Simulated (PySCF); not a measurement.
Orbital picture of CeN

PBE0 at R = 1.752 Å; basis Ce x2c-TZVPall, N x2c-TZVPall; spin-free X2C with a Gaussian nucleus; PySCF 2.14. State: doublet, about 1.4 electrons in the 4f shell (Mulliken), real f orbitals that mix terms. Only the outer orbitals are listed, counted within each symmetry.

| spin | orbital | occ. | ε (eV) | on Ce (%) | main shells (%) |
| --- | --- | --- | --- | --- | --- |
| α | 12σ | 1 | -24.39 | 77 | 75 Ce p, 18 N s |
| α | 6π | 1 | -21.70 | 99 | 99 Ce p |
| α | 6π | 1 | -21.52 | 99 | 99 Ce p |
| α | 13σ | 1 | -13.51 | 31 | 67 N s, 18 Ce p, 9 Ce d |
| α | 7π | 1 | -5.47 | 37 | 63 N p, 30 Ce d |
| α | 7π | 1 | -5.45 | 37 | 62 N p, 28 Ce d, 8 Ce f |
| α | 14σ | 1 | -4.59 | 49 | 44 N p, 30 Ce d, 10 Ce p |
| α | 1φ | 1 | -3.43 | 100 | 95 Ce f |
| α | 15σ | 0 | -1.65 | 100 | 83 Ce s, 16 Ce p |
| α | 8π | 0 | -0.08 | 98 | 74 Ce p, 21 Ce d |
| α | 3δ | 0 | -0.07 | 100 | 98 Ce d |
| β | 12σ | 1 | -24.28 | 76 | 75 Ce p, 19 N s |
| β | 6π | 1 | -21.35 | 99 | 99 Ce p |
| β | 6π | 1 | -20.89 | 99 | 99 Ce p |
| β | 13σ | 1 | -13.47 | 31 | 67 N s, 18 Ce p, 9 Ce d |
| β | 7π | 1 | -5.45 | 36 | 64 N p, 30 Ce d |
| β | 7π | 1 | -5.41 | 36 | 64 N p, 30 Ce d |
| β | 14σ | 1 | -4.49 | 49 | 44 N p, 31 Ce d, 10 Ce p |
| β | 15σ | 0 | -1.61 | 100 | 83 Ce s, 16 Ce p |
| β | 8π | 0 | -0.03 | 98 | 77 Ce p, 19 Ce d |
| β | 8π | 0 | 0.01 | 98 | 78 Ce p, 19 Ce d |

Task: Which are the highest filled and the lowest empty level, where do they sit, and how wide is the gap?

Result: Highest filled α 1φ at -3.43 eV (in %: 95 Ce f); lowest empty α 15σ at -1.65 eV (in %: 83 Ce s, 16 Ce p); the gap at PBE0 is 1.78 eV.

```
bond order (Mayer)                              : 2.96
⟨S²⟩                                            : 0.752
charge on Ce (Mulliken, basis-dependent)        : 0.55
charge on Ce (Löwdin, basis-dependent)          : 0.43
dipole moment (positive dipole means Ce(−)N(+)) : -7.46 D
polarisability along the bond                   : 87.5 bohr³
polarisability across the bond                  : 45.9 bohr³
```

Spin–orbit coupling is left out. With d or f electrons several states lie close, and the lowest PBE0 determinant need not be the measured ground state.
